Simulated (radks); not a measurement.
Values are calculated unless marked as measured or tabulated.
Q: Coulomb parameter of the 4d shell of the molybdenum ion Mo+ in the model configuration [Kr] 4d4 5s1, as a second difference U = [E(n + 0.5) + E(n - 0.5) - 2 E(n)] / (0.5)^2 with all orbitals relaxed. "Bare": the charge of the atom changes with n. "Screened": the 5s shell takes up the change at fixed total charge, which measures U(4d,4d) + U(5s,5s) - 2 U(4d,5s). Code: a radial shooting solver on a logarithmic mesh with Libxc functionals. Model: scalar-relativistic Kohn-Sham, BLYP, spin-unpolarised, spherical densities, point nucleus. Estimate both.

A: U(bare) = 10.088 eV, U(screened by 5s) = 1.348 eV, against the Slater integral F0(4d,4d) = 13.771 eV with frozen orbitals.
